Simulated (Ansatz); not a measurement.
The same path of AlClH₆OSi (10 atoms, charge 0, multiplicity 1) was run twice with different band settings. Lost on the way: Si1–H2, O6–H10. Made: Si1–Cl5, H2–H10.

Level of theory: RKS PBE0-D4/def2-SVP in Ansatz 0.2.0.

Relaxed end points:

```xyz
10
Properties=species:S:1:pos:R:3
Si 0.246 0.077 0.380
H 0.854 0.833 1.513
H 1.138 0.106 -0.799
H -1.131 0.553 0.124
Cl -0.985 -2.024 -1.651
O 0.207 -1.538 1.032
Al -0.344 -3.168 0.077
H 1.017 -3.966 -0.114
H -1.514 -3.729 0.997
H 0.482 -1.623 1.955
```

```xyz
10
Properties=species:S:1:pos:R:3
Si -0.092 -0.622 -0.194
H 1.050 0.912 2.319
H 1.105 0.057 -0.746
H -1.147 0.338 0.211
Cl -0.932 -1.776 -1.808
O 0.197 -1.842 0.838
Al -0.313 -3.423 0.214
H 0.819 -4.339 -0.405
H -1.727 -3.940 0.699
H 1.009 0.154 2.386
```

Common settings: movable images 5; climbing image yes; spring 5.0 eV/Å²; optimiser quadratic models (default); force threshold 0.05 eV/Å; end points relaxed.

| run | start path | iteration limit |
| --- | --- | --- |
| 1 | through a guess of the saddle point | 50 |
| 2 | straight line | 60 |

(1) What does each run give, and how far can it be trusted?

Results:

(1) Run 1: converged after 22 iterations, highest image 1.575 eV above the first end. A vibrational analysis at the climbing image gives one clearly imaginary mode, 1450i cm⁻¹: a first-order saddle point.
Run 2: converged after 12 iterations, highest image 1.575 eV above the first end. Another band between the same ends (5 images) ends at a top of the same energy, where a vibrational analysis finds 1 clearly imaginary mode.
The orbitals stay closed-shell, which can raise the energy where a bond breaks towards radicals; this wasn't checked here.
